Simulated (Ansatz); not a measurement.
CH₃GeNS (`S=[C]1[NH][GeH2]1`), relaxed with RKS PBE-D4/def2-SVP in the Gaussian-basis code of Ansatz from a rough embedded geometry. The force threshold is 0.03 eV/Å; the program also tests the step.

Charge 0, multiplicity 1.

Start:

```xyz
7

S     1.187    1.820    1.499
C     0.486    0.743    0.511
N     0.234    0.316   -0.929
Ge   -0.513   -0.759    0.198
H     0.385    0.514   -1.978
H    -2.045   -0.555    0.350
H     0.265   -2.081    0.349
```

```
step  energy (eV)  largest force (eV/Å)  largest move (Å)
   1  -69898.1609                 4.850             0.000
   2  -69899.0043                 2.666             0.195
   3  -69899.3042                 4.192             0.195
   4  -69899.4625                 1.055             0.200
   5  -69899.5081                 0.440             0.094
   6  -69899.5207                 0.325             0.033
   7  -69899.5258                 0.126             0.017
   8  -69899.5266                 0.025             0.008
```

End:

```xyz
7

S     1.343    2.037    1.167
C     0.559    0.846    0.405
N     0.249    0.357   -0.784
Ge   -0.582   -0.863    0.461
H     0.523    0.748   -1.696
H    -2.120   -0.846    0.209
H     0.027   -2.280    0.238
```

It took 16 s on 2 threads of an Arm Neoverse V1 on a shared host, with 0.14 GiB of host memory at the peak.
